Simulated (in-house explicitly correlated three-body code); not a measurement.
Computed with an exponentially correlated three-body code. Model: two electrons around a point charge, non-relativistic, variational in 260 exponentially correlated functions (energies converged to about 1e-7 hartree, or 1e-8 relative for large Z).

Command:
```bash
python run_hyl.py task.json out
```
Settings (lengths in bohr, energies in hartree):
```
Z                      5
nuclear_mass           5
interaction_strength   1
functions              260
states_tried           13
```

Time taken, with all properties: 22 s on 1 thread of Intel(R) Xeon(R) 6975P-C (Granite Rapids), on a shared host.

**Those bound S and P states to n = 4 that converged, binding against the one-electron ion.**

Given: nuclear charge 5; mass of the centre 5 electron masses.

Computed: one-electron threshold -10.4166667 hartree.

| term | energy (hartree) | binding (eV) |
| --- | --- | --- |
| 1 1S | -18.3773773 | 216.62 |
| 2 3P | -12.3899137 | 53.695 |
| 2 3S | ? | ? |
| 2 1S | -12.1914079 | 48.293 |
| 2 1P | -11.9585105 | 41.956 |
| 3 3P | -11.2375636 | 22.338 |
| 3 3S | ? | ? |
| 3 1S | -11.1957047 | 21.199 |
| 4 3S | -10.863061 | 12.147 |

Question: What belongs in the row 2 3S?

Answer: energy (hartree): -12.2873223; binding (eV): 50.903.

Question: What belongs in the row 3 3S?

Answer: energy (hartree): -11.2218966; binding (eV): 21.911.

**Converged states only, values per electron or pair.**

```json
{"term": "1 1S", "mean r (bohr)": "0.38801", "mean r squared (bohr²)": "0.20277", "mean inverse r (1/bohr)": "3.9185", "mean r12 (bohr)": "0.55689", "mean inverse r12 (1/bohr)": "2.4298", "mean cosine": "0.037731", "mean p1 dot p2 (bohr⁻²)": "-0.57169", "delta r1 (bohr⁻³)": "20.253", "delta r12 (bohr⁻³)": "2.0756"}
{"term": "2 3P", "mean r (bohr)": "0.80818", "mean r squared (bohr²)": "1.0422", "mean inverse r (1/bohr)": "2.57", "mean r12 (bohr)": "1.3316", "mean inverse r12 (1/bohr)": "0.91989", "mean cosine": "-0.049094", "mean p1 dot p2 (bohr⁻²)": "-1.626", "delta r1 (bohr⁻³)": "11.27", "delta r12 (bohr⁻³)": "-"}
{"term": "2 3S", "mean r (bohr)": "0.98847", "mean r squared (bohr²)": "1.6071", "mean inverse r (1/bohr)": "2.5283", "mean r12 (bohr)": "1.6602", "mean inverse r12 (1/bohr)": "0.70884", "mean cosine": "0.0241", "mean p1 dot p2 (bohr⁻²)": "-0.11877", "delta r1 (bohr⁻³)": "12.511", "delta r12 (bohr⁻³)": "-"}
{"term": "2 1S", "mean r (bohr)": "?", "mean r squared (bohr²)": "?", "mean inverse r (1/bohr)": "?", "mean r12 (bohr)": "?", "mean inverse r12 (1/bohr)": "?", "mean cosine": "?", "mean p1 dot p2 (bohr⁻²)": "?", "delta r1 (bohr⁻³)": "?", "delta r12 (bohr⁻³)": "?"}
{"term": "2 1P", "mean r (bohr)": "?", "mean r squared (bohr²)": "?", "mean inverse r (1/bohr)": "?", "mean r12 (bohr)": "?", "mean inverse r12 (1/bohr)": "?", "mean cosine": "?", "mean p1 dot p2 (bohr⁻²)": "?", "delta r1 (bohr⁻³)": "?", "delta r12 (bohr⁻³)": "?"}
{"term": "3 3P", "mean r (bohr)": "1.8744", "mean r squared (bohr²)": "6.6831", "mean inverse r (1/bohr)": "2.2863", "mean r12 (bohr)": "3.4122", "mean inverse r12 (1/bohr)": "0.38744", "mean cosine": "-0.0021943", "mean p1 dot p2 (bohr⁻²)": "-0.42037", "delta r1 (bohr⁻³)": "11.492", "delta r12 (bohr⁻³)": "-"}
{"term": "3 3S", "mean r (bohr)": "2.0464", "mean r squared (bohr²)": "7.9951", "mean inverse r (1/bohr)": "2.2785", "mean r12 (bohr)": "3.7506", "mean inverse r12 (1/bohr)": "0.34131", "mean cosine": "0.011454", "mean p1 dot p2 (bohr⁻²)": "-0.11962", "delta r1 (bohr⁻³)": "11.796", "delta r12 (bohr⁻³)": "-"}
{"term": "3 1S", "mean r (bohr)": "2.1065", "mean r squared (bohr²)": "8.5181", "mean inverse r (1/bohr)": "2.2758", "mean r12 (bohr)": "3.8688", "mean inverse r12 (1/bohr)": "0.36681", "mean cosine": "0.0068133", "mean p1 dot p2 (bohr⁻²)": "-0.20517", "delta r1 (bohr⁻³)": "11.779", "delta r12 (bohr⁻³)": "0.10008"}
{"term": "4 3S", "mean r (bohr)": "3.5428", "mean r squared (bohr²)": "25.525", "mean inverse r (1/bohr)": "2.1924", "mean r12 (bohr)": "6.7352", "mean inverse r12 (1/bohr)": "0.19822", "mean cosine": "0.0068988", "mean p1 dot p2 (bohr⁻²)": "-0.082707", "delta r1 (bohr⁻³)": "11.63", "delta r12 (bohr⁻³)": "-"}
```

Question: What belongs in the row 2 1S?

Answer: mean r (bohr): 1.0267; mean r squared (bohr²): 1.7598; mean inverse r (1/bohr): 2.5191; mean r12 (bohr): 1.7296; mean inverse r12 (1/bohr): 0.80789; mean cosine: 0.0056725; mean p1 dot p2 (bohr⁻²): -0.47181; delta r1 (bohr⁻³): 12.428; delta r12 (bohr⁻³): 0.34399.

Question: What belongs in the row 2 1P?

Answer: mean r (bohr): 1.0089; mean r squared (bohr²): 1.715; mean inverse r (1/bohr): 2.467; mean r12 (bohr): 1.6799; mean inverse r12 (1/bohr): 0.75281; mean cosine: 0.04863; mean p1 dot p2 (bohr⁻²): 0.28678; delta r1 (bohr⁻³): 11.68; delta r12 (bohr⁻³): 0.037164.
